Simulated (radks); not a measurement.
Ionisation ladder of vanadium, from V13+ to V18+. Each ion is in the ground configuration listed by NIST, and IE = E(next ion) - E(this ion). Calculated with a radial shooting solver on a logarithmic mesh with Libxc functionals: Dirac Kohn-Sham, PBE, spin-unpolarised, spherical densities, point nucleus; open shells fill j = l - 1/2 first.

| species | configuration | IE, Delta-SCF (eV) | -e(HOMO) (eV) | HOMO | <r> HOMO (bohr) |
|---|---|---|---|---|---|
| V13+ | [Ne] | 897.68 | 856.37 | 2p3/2 | 0.269 |
| V14+ | [He] 2s2 2p5 | 982.07 | 939.44 | 2p3/2 | 0.263 |
| V15+ | [He] 2s2 2p4 | ? | 1025.1 | 2p3/2 | 0.258 |
| V16+ | [He] 2s2 2p3 | 1158.2 | 1113.2 | 2p3/2 | 0.252 |
| V17+ | [He] 2s2 2p2 | ? | 1212.5 | 2p1/2 | 0.245 |
| V18+ | [He] 2s2 2p1 | ? | 1305.7 | 2p1/2 | 0.240 |

Estimate the withheld Delta-SCF values.

Answer. V15+: 1069.0 eV (NIST 1063); V17+: 1258.9 eV (NIST 1259); V18+: 1352.9 eV (NIST 1354.2).

Beside tabulated values, note that spin-unpolarised runs miss the spin-polarisation part of the exchange energy of open shells.
